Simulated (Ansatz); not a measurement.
Geometry optimisation of ClF2H3MoO3 (`[OH][Mo]([OH])([OH])([F])([F])[Cl]`).

```yaml
crystal:
  periodic: [false, false, false]
  atoms:
    - {symbol: O, position_ang: [-0.836730, -1.317500, -0.389710]}
    - {symbol: Mo, position_ang: [-0.175920, 0.237520, 0.057960]}
    - {symbol: O, position_ang: [0.946790, -0.428380, 1.267610]}
    - {symbol: O, position_ang: [1.009850, 0.274950, -1.224910]}
    - {symbol: F, position_ang: [-1.400730, 0.360330, 1.377610]}
    - {symbol: F, position_ang: [0.356080, 1.879550, 0.581540]}
    - {symbol: Cl, position_ang: [-1.663550, 1.268880, -1.260430]}
    - {symbol: H, position_ang: [-1.319920, -2.125530, -0.573880]}
    - {symbol: H, position_ang: [1.427970, -0.581750, 2.080300]}
    - {symbol: H, position_ang: [1.656160, 0.431930, -1.916080]}
basis:
  gaussian: {orbitals: def2-TZVP}
hamiltonian: {xc: pbe0, dispersion: d4}
relax: {f_tol: 0.005, max_steps: 150}
```

```sh
$ ansatz run in.yaml --threads 4 --pin off --events-out ev --progress --plain --max-ram 11315MiB
```

It prints (some lines left out):

```
Functional definition: PBE0
mean field -25995.85239887 eV, -955.3299550368 hartree, gradient 1.2e-5 eV, S^2 0.000000; 0 other end points of the search recorded, 0 dependent functions left out
relax step   1: F+E_penalty+E_count = -25996.10464502 eV  Δ(F+E_penalty+E_count) = +0.000e0 eV  max|allowed force component| = 3.390e0 eV/Å  Δτ_max = 0.0000 Å  (35 SCF iters, accepted)
mean field -25996.35650134 eV, -955.3484804609 hartree, gradient 2.0e-5 eV, S^2 0.000000; 0 other end points of the search recorded, 0 dependent functions left out
relax step   2: F+E_penalty+E_count = -25996.60109951 eV  Δ(F+E_penalty+E_count) = -4.965e-1 eV  max|allowed force component| = 5.154e-1 eV/Å  Δτ_max = 0.1065 Å  (37 SCF iters, accepted)
mean field -25996.39243372 eV, -955.3498009515 hartree, gradient 2.4e-5 eV, S^2 0.000000; 0 other end points of the search recorded, 0 dependent functions left out
relax step   3: F+E_penalty+E_count = -25996.63704108 eV  Δ(F+E_penalty+E_count) = -3.594e-2 eV  max|allowed force component| = 3.396e-1 eV/Å  Δτ_max = 0.0711 Å  (37 SCF iters, accepted)
mean field -25996.50479198 eV, -955.3539300413 hartree, gradient 1.3e-5 eV, S^2 0.000000; 0 other end points of the search recorded, 0 dependent functions left out
relax step   4: F+E_penalty+E_count = -25996.74900977 eV  Δ(F+E_penalty+E_count) = -1.120e-1 eV  max|allowed force component| = 2.958e-1 eV/Å  Δτ_max = 0.1045 Å  (37 SCF iters, accepted)
mean field -25996.50457232 eV, -955.3539219691 hartree, gradient 2.6e-5 eV, S^2 0.000000; 0 other end points of the search recorded, 0 dependent functions left out
relax step   5: F+E_penalty+E_count = -25996.74812929 eV  Δ(F+E_penalty+E_count) = +8.805e-4 eV  max|allowed force component| = 2.168e0 eV/Å  Δτ_max = 0.1952 Å  (42 SCF iters, rejected (line search))
mean field -25996.59694976 eV, -955.3573167773 hartree, gradient 1.4e-5 eV, S^2 0.000000; 0 other end points of the search recorded, 0 dependent functions left out
relax step   6: F+E_penalty+E_count = -25996.84136922 eV  Δ(F+E_penalty+E_count) = -9.236e-2 eV  max|allowed force component| = 2.679e-1 eV/Å  Δτ_max = 0.0965 Å  (36 SCF iters, accepted)
mean field -25996.65747173 eV, -955.3595409187 hartree, gradient 1.2e-5 eV, S^2 0.000000; 0 other end points of the search recorded, 0 dependent functions left out
relax step   7: F+E_penalty+E_count = -25996.90191159 eV  Δ(F+E_penalty+E_count) = -6.054e-2 eV  max|allowed force component| = 3.373e-1 eV/Å  Δτ_max = 0.1000 Å  (36 SCF iters, accepted)
mean field -25996.67492440 eV, -955.3601822927 hartree, gradient 1.2e-5 eV, S^2 0.000000; 0 other end points of the search recorded, 0 dependent functions left out
relax step   8: F+E_penalty+E_count = -25996.91946591 eV  Δ(F+E_penalty+E_count) = -1.755e-2 eV  max|allowed force component| = 2.841e-1 eV/Å  Δτ_max = 0.0429 Å  (37 SCF iters, accepted)
mean field -25996.68188827 eV, -955.3604382101 hartree, gradient 1.2e-5 eV, S^2 0.000000; 0 other end points of the search recorded, 0 dependent functions left out
relax step   9: F+E_penalty+E_count = -25996.92653358 eV  Δ(F+E_penalty+E_count) = -7.068e-3 eV  max|allowed force component| = 1.538e-1 eV/Å  Δτ_max = 0.0280 Å  (39 SCF iters, accepted)
mean field -25996.68420223 eV, -955.3605232465 hartree, gradient 1.1e-5 eV, S^2 0.000000; 0 other end points of the search recorded, 0 dependent functions left out
relax step  10: F+E_penalty+E_count = -25996.92811046 eV  Δ(F+E_penalty+E_count) = -1.577e-3 eV  max|allowed force component| = 1.350e0 eV/Å  Δτ_max = 0.1916 Å  (44 SCF iters, accepted)
mean field -25996.71935102 eV, -955.3618149408 hartree, gradient 2.2e-5 eV, S^2 0.000000; 0 other end points of the search recorded, 0 dependent functions left out
relax step  11: F+E_penalty+E_count = -25996.96385305 eV  Δ(F+E_penalty+E_count) = -3.574e-2 eV  max|allowed force component| = 2.149e-1 eV/Å  Δτ_max = 0.0559 Å  (38 SCF iters, accepted)
mean field -25996.75124102 eV, -955.3629868768 hartree, gradient 1.5e-5 eV, S^2 0.000000; 0 other end points of the search recorded, 0 dependent functions left out
relax step  12: F+E_penalty+E_count = -25996.99602010 eV  Δ(F+E_penalty+E_count) = -3.217e-2 eV  max|allowed force component| = 3.354e-1 eV/Å  Δτ_max = 0.0942 Å  (38 SCF iters, accepted)
mean field -25996.76523578 eV, -955.3635011744 hartree, gradient 2.0e-5 eV, S^2 0.000000; 0 other end points of the search recorded, 0 dependent functions left out
relax step  13: F+E_penalty+E_count = -25997.00843210 eV  Δ(F+E_penalty+E_count) = -1.241e-2 eV  max|allowed force component| = 1.057e0 eV/Å  Δτ_max = 0.1990 Å  (42 SCF iters, accepted)
mean field -25996.81616685 eV, -955.3653728570 hartree, gradient 1.2e-5 eV, S^2 0.000000; 0 other end points of the search recorded, 0 dependent functions left out
relax step  14: F+E_penalty+E_count = -25997.05944717 eV  Δ(F+E_penalty+E_count) = -5.102e-2 eV  max|allowed force component| = 1.029e0 eV/Å  Δτ_max = 0.2000 Å  (43 SCF iters, accepted)
mean field -25996.83894339 eV, -955.3662098791 hartree, gradient 1.2e-5 eV, S^2 0.000000; 0 other end points of the search recorded, 0 dependent functions left out
relax step  15: F+E_penalty+E_count = -25997.08224485 eV  Δ(F+E_penalty+E_count) = -2.280e-2 eV  max|allowed force component| = 1.859e-1 eV/Å  Δτ_max = 0.0646 Å  (38 SCF iters, accepted)
mean field -25996.84460000 eV, -955.3664177560 hartree, gradient 1.2e-5 eV, S^2 0.000000; 0 other end points of the search recorded, 0 dependent functions left out
relax step  16: F+E_penalty+E_count = -25997.08816770 eV  Δ(F+E_penalty+E_count) = -5.923e-3 eV  max|allowed force component| = 9.739e-2 eV/Å  Δτ_max = 0.0472 Å  (38 SCF iters, accepted)
mean field -25996.84601010 eV, -955.3664695761 hartree, gradient 1.3e-5 eV, S^2 0.000000; 0 other end points of the search recorded, 0 dependent functions left out
relax step  17: F+E_penalty+E_count = -25997.08940284 eV  Δ(F+E_penalty+E_count) = -1.235e-3 eV  max|allowed force component| = 7.094e-2 eV/Å  Δτ_max = 0.0296 Å  (38 SCF iters, accepted)
mean field -25996.84677271 eV, -955.3664976015 hartree, gradient 1.7e-5 eV, S^2 0.000000; 0 other end points of the search recorded, 0 dependent functions left out
relax step  18: F+E_penalty+E_count = -25997.09015628 eV  Δ(F+E_penalty+E_count) = -7.534e-4 eV  max|allowed force component| = 3.621e-2 eV/Å  Δτ_max = 0.0112 Å  (39 SCF iters, accepted)
mean field -25996.84703721 eV, -955.3665073217 hartree, gradient 1.7e-5 eV, S^2 0.000000; 0 other end points of the search recorded, 0 dependent functions left out
relax step  19: F+E_penalty+E_count = -25997.09039982 eV  Δ(F+E_penalty+E_count) = -2.435e-4 eV  max|allowed force component| = 1.485e-2 eV/Å  Δτ_max = 0.0094 Å  (39 SCF iters, accepted)
mean field -25996.84709250 eV, -955.3665093535 hartree, gradient 1.7e-5 eV, S^2 0.000000; 0 other end points of the search recorded, 0 dependent functions left out
relax step  20: F+E_penalty+E_count = -25997.09047120 eV  Δ(F+E_penalty+E_count) = -7.138e-5 eV  max|allowed force component| = 4.371e-3 eV/Å  Δτ_max = 0.0061 Å  (40 SCF iters, accepted)
mean field -25996.84709250 eV, -955.3665093535 hartree, gradient 1.7e-5 eV, S^2 0.000000; 1 other end points of the search recorded, 0 dependent functions left out
Total energy: -25997.09051843 eV, -955.3754550914 hartree
Atom 0 at    -0.701214    -1.519380    -0.524928 Å, force     0.000925     0.001626     0.001441 eV/Å
Atom 1 at    -0.086763     0.119584     0.064302 Å, force    -0.000109     0.001555     0.002656 eV/Å
Atom 2 at     1.026102    -0.664307     1.323341 Å, force     0.003035    -0.001589     0.001908 eV/Å
Atom 3 at     1.224674     0.189344    -1.225477 Å, force    -0.000324     0.000178    -0.002582 eV/Å
Atom 4 at    -1.695593     0.131850     1.003407 Å, force    -0.001402     0.001717     0.001755 eV/Å
Atom 5 at     0.322928     1.652691     1.054155 Å, force     0.000562    -0.002469    -0.000349 eV/Å
Atom 6 at    -1.218179     1.553946    -1.401493 Å, force    -0.001588     0.001007    -0.004371 eV/Å
Atom 7 at    -1.482424    -1.940272    -0.148491 Å, force     0.000349    -0.001725    -0.001181 eV/Å
Atom 8 at     1.492228    -0.102590     1.954740 Å, force    -0.001633    -0.000589    -0.001747 eV/Å
Atom 9 at     1.118241     0.579135    -2.099547 Å, force     0.000187     0.000289     0.002470 eV/Å
Dipole moment:     0.316283    -0.437533    -0.067634 e Å
```

Run time 2.5 min (4 threads of an Arm Neoverse V2 on a shared host); peak host memory 0.87 GiB.
